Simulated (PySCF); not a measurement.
PySCF input for hydronium (H₃O), SMILES [OH3+], charge +1, PBE0/pcJ-2. The structure is a stationary point at B3LYP-D3(BJ)/def2-TZVPD.

```python
import numpy as np
from pyscf import gto, scf, dft
from pyscf.prop.ssc import rks as ssc

mol = gto.M(
    atom='''
    O    -0.00000000   -0.00000000    0.07415163
    H     0.81731612    0.47187768   -0.19773769
    H     0.00000000   -0.94375535   -0.19773769
    H    -0.81731612    0.47187768   -0.19773769
    ''',
    basis='pcJ-2',
    charge=1,
    spin=0,
    max_memory=1600,
    verbose=3,
)
mf = dft.RKS(mol, xc='pbe0')
mf.grids.level = 3
mf.conv_tol = 1e-10
mf.max_cycle = 100
mf.kernel()
j = ssc.SSC(mf)
j.with_fcsd = True
j.max_cycle_cphf = 80
j.conv_tol = 1e-7
e11 = j.kernel()
```

Program output:

```
converged SCF energy = -76.660390205506
Reduced spin-spin coupling constant K (Hz)
               #0        #1        #2        #3
        0 O    0.00000
        1 H   28.22568   0.00000
        2 H   28.22572  -0.10632   0.00000
        3 H   28.22568  -0.10632  -0.10632   0.00000
Spin-spin coupling constant J (Hz)
               #0        #1        #2        #3
        0 O    0.00000
        1 H  -119.43000   0.00000
        2 H  -119.43018  -3.31713   0.00000
        3 H  -119.43000  -3.31709  -3.31707   0.00000
```

The run converged.
